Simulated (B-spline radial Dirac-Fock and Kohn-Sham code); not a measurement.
## Kohn-Sham estimates against Dirac-Fock for the levels of Hf⁵⁹⁺

System: hafnium as Hf⁵⁹⁺, [Ne] 3s2 3p1.

The density-functional columns are spherical, spin-unpolarised Dirac-Kohn-Sham results without Breit or QED terms: −ε is minus the orbital energy of the initial state and ΔSCF the difference of two total energies. The reference in the last column comes from ΔSCF Dirac-Fock with Breit, self-energy and vacuum polarisation, finite nucleus, configuration average. All numbers are from a radial B-spline solver, in eV; a selection of levels is shown. For the 1s level of heavy atoms much of the gap between ΔSCF and the reference is the Breit and QED part, -315.0 eV here; for other levels the error of the functional can be larger.

| level | LDA −ε | LDA ΔSCF | Dirac-Fock |
| --- | --- | --- | --- |
| K (1s) | 69935.9 | 70528.5 | 70221.2 |
| L1 (2s) | 15698.0 | 15844.3 | 15881.3 |
| L2 (2p1/2) | 15269.9 | 15447.5 | 15396.9 |
| L3 (2p3/2) | 14043.5 | 14203.0 | 14181.5 |
| M1 (3s) | 6387.9 | 6447.7 | 6429.3 |
| M2,3 (3p) | 6015.8 | 6077.4 | 6070.0 |

Values without a named source are computed, but for edge energies of neutral atoms, which are taken from tables.
